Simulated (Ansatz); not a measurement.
Consider the ligand exchange at a B–C bond: `BC1C=CN1` + `N[SiH]([SiH3])S` → `BN[SiH]([SiH3])S` + `C1=CNC1`.

Isolated molecules relaxed with PBE0-D4/def2-TZVP in Ansatz; ΔE leaves out vibrations. CCSD(T)/CBS adds triple-zeta CCSD(T) − MP2 to the extrapolated MP2 energy (def2 sets, frozen cores). DFT in def2-TZVPP. B3LYP here is the variant with VWN-RPA as its local correlation; programs differ in this. One conformer a species, not always the lowest.

```tsv
level	ΔE (kJ/mol)
r2SCAN-D4	-100.6
ωB97X-V	-113.8
B3LYP	-116.5
HF/def2-TZVPP	-145.6
MP2/def2-TZVPP	-106.0
SCS-MP2/def2-TZVPP	-117.5
CCSD(T)/def2-TZVPP	-117.6
CCSD/CBS(def2)	-121.5
```

(1) What does CCSD(T)/CBS give? (An estimate is asked.)

Largest T1 diagnostic among the species: 0.015.

## Answers

(1) Ansatz gave: -115.3 kJ/mol. The listed levels differ from it by 14.7, 1.5, -1.2, -30.3, 9.3, -2.2, -2.3, -6.2 kJ/mol.

In def2-TZVPP, CCSD(T) changes the Hartree–Fock value by +27.9 kJ/mol (the triples alone add +6.2 kJ/mol) and MP2 by +39.6 kJ/mol. From PBE to PBE0 (25 % exact exchange), in def2-TZVPP and without D4, ΔE moves by −6.3 kJ/mol.
